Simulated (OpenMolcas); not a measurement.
Multiplet structure of F III

```
Program             : OpenMolcas
Method              : CASSCF
Basis               : ANO-RCC-VTZP [4s3p2d1f]
Scalar Hamiltonian  : DKH2, point nucleus
Active space        : 5 electrons in 4 orbitals (2s 2p)
State averaging     : 2S+1 = 4 odd, 1 root; 2S+1 = 2 odd, 8 roots; 2S+1 = 4 even, 3 roots; 2S+1 = 2 even, 9 roots
Spin-orbit coupling : RASSI with atomic mean-field integrals over the reference wave functions, term energies averaged over their components
```

With spin-orbit coupling, above the lowest level:

| Configuration | Term | J | E (cm-1) | Measured (cm-1) | g | Term weight % |
| --- | --- | --- | --- | --- | --- | --- |
| 2s2 2p3 | 4S* | 3/2 | 0.0 | 0.0 | 2.002 | 100 |
| 2s2 2p3 | 2D* | 3/2 | 37605 |  | 0.800 | 100 |
| 2s2 2p3 | 2D* | 5/2 | 37617 |  | 1.200 | 100 |
| 2s2 2p3 | 2P* | 3/2 | 51668 |  | 1.334 | 100 |
| 2s2 2p3 | 2P* | 1/2 | 51669 |  | 0.666 | 100 |
| 2s 2p4 | 4P | 5/2 | 153219 | 151898 | 1.601 | 100 |
| 2s 2p4 | 4P | 3/2 | 153530 | 152235 | 1.735 | 100 |
| 2s 2p4 | 4P | 1/2 | 153715 | 152410 | 2.671 | 100 |
| 2s 2p4 | 2D | 3/2 | 222677 | 210256 | 0.800 | 100 |
| 2s 2p4 | 2D | 5/2 | 222678 | 210240 | 1.200 | 100 |
| 2s 2p4 | 2S | 1/2 | 259374 | 248260 | 2.002 | 100 |
| 2s 2p4 | 2P | 3/2 | 286254 | 266559 | 1.334 | 100 |
| 2s 2p4 | 2P | 1/2 | 286624 | 266943 | 0.666 | 100 |

Against the 8 measured excited levels shown (Moore, Atomic Energy Levels, vol. I, NSRDS-NBS 35 (1971 reprint of NBS Circular 467, 1949)) the mean absolute deviation is 9900 cm-1; the largest miss in energy is 2s 2p4 2P 3/2: computed 286254, measured 266559 cm-1 (+7.4 %).

Spin-orbit coupling puts the lowest level 2.7 cm-1 below the lowest spin-free term.

Computed and measured levels are paired by configuration, term and J; levels that our copy of the source lacks, or whose pairing is in doubt (as where it misses far off the trend of its configuration), stay unpaired and out of the deviations. Only configurations of the active space appear. The first state left out of the spin-orbit step lies near 430000 cm-1 above the lowest spin-free state of the reference (among the parities and spins computed), and the list stops at four fifths of that energy or lower.

The term weight is that of the spin-free term in the level, not the purity of its configuration. * marks odd parity.
